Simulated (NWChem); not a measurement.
# Total energies of CH2ClF

```
C
F 1 1.3524
H 1 1.0999 2 109.79
H 1 1.0999 3 111.47 2 -121.88
Cl 1 1.7918 3 107.34 4 -117.27
```
Charge 0, spin multiplicity 1.

All runs are NWChem calculations. All single points use one geometry, from B3LYP/def2-SVP, a minimum by its harmonic frequencies.

Basis set: 6-311G** (74 functions).

```
method   total energy (Ha)
-------  -----------------
RHF             -598.00187
MP2             -598.49222
B2PLYP          -599.13065
PBE             -599.05470
B3LYP           -599.40663
M06-2X          -599.32081
CCSD(T)         -598.53061
```

Total energies of different functionals aren't comparable as a measure of quality: only differences taken within one method are. 

The correlated methods keep 7 core orbitals frozen. B3LYP has NWChem's definition, with VWN1-RPA local correlation. The Pople sets run with spherical d functions. The structure started from a generated list of species. No row is a measurement; the coupled-cluster row has its own basis-set and correlation limits.
